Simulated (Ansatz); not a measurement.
Basis-set extrapolation for C$_{2}$H$_{7}$FSSi, SMILES `FCSC[SiH3]` (PBE0-D4/def2-TZVP geometry, frozen core, Ansatz). Multiplicity 1, RHF reference.

```json
{"": "HF", "def2-TZVPP": "-865.794871", "def2-QZVPP": "-865.823429"}
{"": "MP2 correlation", "def2-TZVPP": "-0.900719", "def2-QZVPP": "-0.972670"}
{"": "CCSD(T) correlation", "def2-TZVPP": "-0.993581", "def2-QZVPP": "not run"}
```

Energies in hartree. Use E(X) = E(∞) + A·exp(−7.88·√X) for Hartree–Fock and E(X) = E(∞) + B·X^(−2.97) for correlation, with X = 3 and 4, and add CCSD(T) minus MP2 of the smaller set to the MP2 limit.

Problem. What is the CCSD(T) energy at the basis-set limit?

Solution. HF limit: -865.823429 + (-0.028558) × 0.13774 = -865.82736. MP2 limit: -0.972670 + (-0.071951) × 0.74074 = -1.02597. Higher-order term: -0.993581 − (-0.900719) = -0.09286. Total: -866.94619 hartree, 414.1 kJ/mol below CCSD(T)/def2-TZVPP.
